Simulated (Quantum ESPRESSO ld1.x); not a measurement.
Question: The hafnium ion Hf+, configuration [Xe] 4f14 5d1 6s2. Calculated with ld1.x of Quantum ESPRESSO 7.5: scalar-relativistic Kohn-Sham, LDA (Slater exchange, VWN5 correlation), spin-unpolarised, spherical densities, point nucleus. Some entries of the table are withheld. Estimate them.

| orbital | occ. | eigenvalue (hartree) | <r> (bohr) | r(max) (bohr) |
|---|---|---|---|---|
| 1s | 2 | -2397.58 | 0.01900 | 0.012 |
| 2s | 2 | -410.361 | 0.08042 | (1) |
| 2p | 6 | -360.500 | 0.07175 | 0.056 |
| 3s | 2 | -93.7472 | (2) | 0.192 |
| 3p | 6 | -78.8539 | (3) | 0.190 |
| 3d | 10 | -61.1970 | 0.1890 | 0.154 |
| 4s | 2 | (4) | 0.4685 | 0.437 |
| 4p | 6 | -14.2497 | 0.4980 | 0.458 |
| 4d | 10 | -7.93325 | 0.5355 | 0.469 |
| 5s | 2 | -2.81395 | 1.132 | 1.01 |
| 5p | 6 | -1.65195 | (5) | 1.16 |
| 4f | 14 | -0.97153 | 0.6755 | 0.455 |
| 6s | 2 | -0.44406 | 3.092 | 2.71 |
| 5d | 1 | -0.40242 | (6) | 1.63 |

Answer: 
(1) 2s r(max) (bohr): 0.068
(2) 3s <r> (bohr): 0.2088
(3) 3p <r> (bohr): 0.2087
(4) 4s eigenvalue (hartree): -19.1378
(5) 5p <r> (bohr): 1.334
(6) 5d <r> (bohr): 2.161
